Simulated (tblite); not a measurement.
Input of a run (GFN2-xTB geometry optimisation, gas phase (tblite 0.8.0)), started from a force field or distance geometry:
```
{"job": {"kind": "relax", "xc": "GFN2-xTB", "basis": "xTB"}, "charge": 0, "multiplicity": 2}
O     -2.964500     0.347500     1.281300
C     -2.605200     0.872300     0.168200
O     -1.741700     0.155500    -0.635400
C     -1.255400    -1.127700    -0.331700
C     -0.507800    -0.966800     0.959700
N      0.658900    -0.432400     0.930800
C      1.274100     0.010200    -0.296100
Si     2.768100     1.018700     0.231800
H     -2.952700     1.865700    -0.110200
H     -0.582300    -1.535500    -1.080400
H     -2.101800    -1.816300    -0.089800
H     -0.927100    -1.280100     1.882000
H      1.607800    -0.853200    -0.902900
H      3.191200     0.413300     1.517100
H      2.296300     2.380400     0.482700
H      3.834300     0.957300    -0.751000
```

Output (eV, eV/Å):
```
step      E/eV     max force
  0    -688.14140    6.265
  1    -688.69591    6.253
  2    -689.01252    1.700
  3    -689.13591    1.302
  4    -689.34304    0.873
  5    -689.40878    0.845
  6    -689.46037    0.520
  7    -689.49090    0.461
  8    -689.51345    0.401
  9    -689.53012    0.351
 10    -689.54654    0.322
 11    -689.56527    0.378
 12    -689.58368    0.297
 13    -689.59707    0.255
 14    -689.60453    0.217
 15    -689.61019    0.196
 16    -689.61575    0.213
 17    -689.62055    0.172
 18    -689.62447    0.144
 19    -689.62771    0.121
 20    -689.63066    0.136
 21    -689.63348    0.141
 22    -689.63594    0.139
 23    -689.63805    0.123
 24    -689.63998    0.117
 25    -689.64170    0.092
 26    -689.64289    0.076
 27    -689.64349    0.048
 28    -689.64387    0.053
 29    -689.64429    0.062
 30    -689.64474    0.065
 31    -689.64507    0.037
 32    -689.64526    0.039
 33    -689.64541    0.038
 34    -689.64560    0.033
 35    -689.64583    0.041
 36    -689.64603    0.033
 37    -689.64617    0.027
 38    -689.64627    0.025
 39    -689.64636    0.024
 40    -689.64648    0.027
 41    -689.64663    0.033
 42    -689.64683    0.037
 43    -689.64704    0.041
 44    -689.64724    0.033
 45    -689.64743    0.034
 46    -689.64765    0.039
 47    -689.64799    0.061
 48    -689.64843    0.083
 49    -689.64888    0.069
 50    -689.64924    0.039
 51    -689.64951    0.042
 52    -689.64975    0.042
 53    -689.64997    0.045
 54    -689.65011    0.030
 55    -689.65018    0.038
 56    -689.65026    0.021
 57    -689.65038    0.029
 58    -689.65047    0.023
 59    -689.65052    0.014
 60    -689.65054    0.011
 61    -689.65056    0.013
 62    -689.65058    0.012
 63    -689.65060    0.012
 64    -689.65062    0.013
 65    -689.65065    0.015
 66    -689.65069    0.019
 67    -689.65076    0.022
 68    -689.65085    0.025
 69    -689.65095    0.027
 70    -689.65103    0.023
 71    -689.65110    0.018
 72    -689.65118    0.022
 73    -689.65127    0.023
 74    -689.65136    0.020
 75    -689.65142    0.020
 76    -689.65146    0.017
 77    -689.65150    0.015
 78    -689.65155    0.020
 79    -689.65159    0.023
 80    -689.65163    0.014
 81    -689.65166    0.017
 82    -689.65169    0.017
 83    -689.65173    0.025
 84    -689.65178    0.028
 85    -689.65182    0.023
 86    -689.65186    0.014
 87    -689.65189    0.016
 88    -689.65193    0.020
 89    -689.65196    0.028
 90    -689.65201    0.028
 91    -689.65206    0.022
 92    -689.65214    0.019
 93    -689.65223    0.022
 94    -689.65233    0.022
 95    -689.65245    0.032
 96    -689.65263    0.037
 97    -689.65283    0.030
 98    -689.65298    0.031
 99    -689.65306    0.034
100    -689.65311    0.020
101    -689.65317    0.034
102    -689.65326    0.030
103    -689.65359    0.049
104    -689.65368    0.052
105    -689.65382    0.042
106    -689.65395    0.046
107    -689.65425    0.042
108    -689.65476    0.052
109    -689.65523    0.048
110    -689.65522    0.061
111    -689.65571    0.040
112    -689.65580    0.032
113    -689.65588    0.024
114    -689.65606    0.025
115    -689.65627    0.050
116    -689.65664    0.040
117    -689.65702    0.055
118    -689.65706    0.064
119    -689.65731    0.039
120    -689.65742    0.030
121    -689.65753    0.024
122    -689.65769    0.035
123    -689.65785    0.042
124    -689.65814    0.044
125    -689.65840    0.050
126    -689.65862    0.031
127    -689.65875    0.036
128    -689.65888    0.030
129    -689.65891    0.082
130    -689.65925    0.038
131    -689.65944    0.028
132    -689.65975    0.028
133    -689.65996    0.042
134    -689.66033    0.060
135    -689.66090    0.099
136    -689.66178    0.103
137    -689.66212    0.117
138    -689.66284    0.141
139    -689.66334    0.084
140    -689.66400    0.041
141    -689.66518    0.126
142    -689.66573    0.077
143    -689.66631    0.075
144    -689.66703    0.090
145    -689.66795    0.160
146    -689.66878    0.074
147    -689.66914    0.164
148    -689.66987    0.086
149    -689.67029    0.044
150    -689.67085    0.094
151    -689.67125    0.083
152    -689.67180    0.097
153    -689.67219    0.072
154    -689.67244    0.201
155    -689.67280    0.045
156    -689.67306    0.078
157    -689.67340    0.161
158    -689.67377    0.155
159    -689.67418    0.078
160    -689.67448    0.085
161    -689.67477    0.050
162    -689.67531    0.080
163    -689.67562    0.040
164    -689.67595    0.095
165    -689.67618    0.053
166    -689.67639    0.047
167    -689.67657    0.052
168    -689.67663    0.023
169    -689.67667    0.018
170    -689.67669    0.010
171    -689.67670    0.012
172    -689.67671    0.012
173    -689.67672    0.008
```

Summarise the run.

The energy falls by 1.535 eV over 173 L-BFGS steps, the largest force on an atom goes from 6.27 to 0.008 eV/Å, and the atoms move by 0.969 Å rms after alignment. The bond that changes most is N6–C7 (ends: nitrogen bonded to 2 C; carbon bonded to N, Si and H), which shortens by 0.141 Å. Bonds longer at the end by more than 0.005 Å: 6 of 15; shorter: 8. Among the angles that change most is N6–C7–Si8, from 105.4° to 120.1°. Among the dihedrals that turn most is H13–C7–Si8–H15, from 155° to 30°. The energy never rose by more than 1e-5 eV on the way. The first step brought 36 % of the lowering.

What are the final bond lengths?

O1=C2 1.194 Å, C2–O3 1.323 Å, O3–C4 1.428 Å, C4–C5 1.510 Å, C5=N6 1.278 Å, N6–C7 1.301 Å, C7–Si8 1.871 Å, C2–H9 1.103 Å, C4–H10 1.096 Å, C4–H11 1.096 Å, C5–H12 1.080 Å, C7–H13 1.090 Å, Si8–H14 1.460 Å, Si8–H15 1.467 Å, Si8–H16 1.468 Å. Numbering counts from 1 in the input's order; the species is `O=COC/C=N\[CH][SiH3]` [radical].

GFN2-xTB frequencies show an imaginary mode (44i cm⁻¹), so the point is no minimum at that level. 3 starts were optimised and ended at 0.00, 0.17 and 0.45 kcal/mol (GFN2-xTB); the lowest of these is shown.

One conformer stands for the species.

The numbers are calculated, not measured.
